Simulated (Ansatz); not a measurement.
Relaxation of CH₄BFS (8 atoms, charge 0, multiplicity 1), to a largest force component of 0.03 eV/Å in at most 50 steps.

Theory: RKS PBE-D4/def2-SVP (Ansatz).

```xyz
8
Properties=species:S:1:pos:R:3:forces:R:3
B -0.674 0.059 -0.533 0.34 0.11 0.23
C 0.591 0.502 0.316 -0.12 0.52 -0.24
S -1.189 -1.674 -0.449 0.00 0.00 0.00
H -0.128 -1.779 0.395 -0.20 -0.65 0.02
F -1.345 0.933 -1.293 -0.01 0.01 -0.01
H 1.369 0.926 -0.356 0.00 0.00 0.00
H 0.317 1.332 1.004 0.00 0.00 0.00
H 1.060 -0.299 0.917 0.00 0.00 0.00
```

**Question.** Where does it end, and by what steps?

**Answer.** It converged. After 5 steps the energy has fallen by 0.161 eV; H4 moved furthest, 0.41 Å.

```csv
step,energy less start (eV),largest force component (eV/Å),accepted
0,0.0000,0.647,yes
1,-0.1155,0.340,yes
2,-0.1409,0.470,yes
3,-0.1595,0.121,yes
4,-0.1578,0.181,no
5,-0.1607,0.006,yes
```

```xyz
8
Properties=species:S:1:pos:R:3
B -0.610 0.049 -0.482
C 0.629 0.583 0.322
S -1.236 -1.660 -0.490
H -0.301 -2.149 0.368
F -1.303 0.904 -1.254
H 1.366 1.019 -0.387
H 0.308 1.422 0.978
H 1.148 -0.169 0.945
```

Whether the end is a true minimum wasn't checked by a vibrational analysis.

Time of the run: 8.5 s on 2 threads of Arm Neoverse V2, on a shared host, peak memory 0.14 GiB.
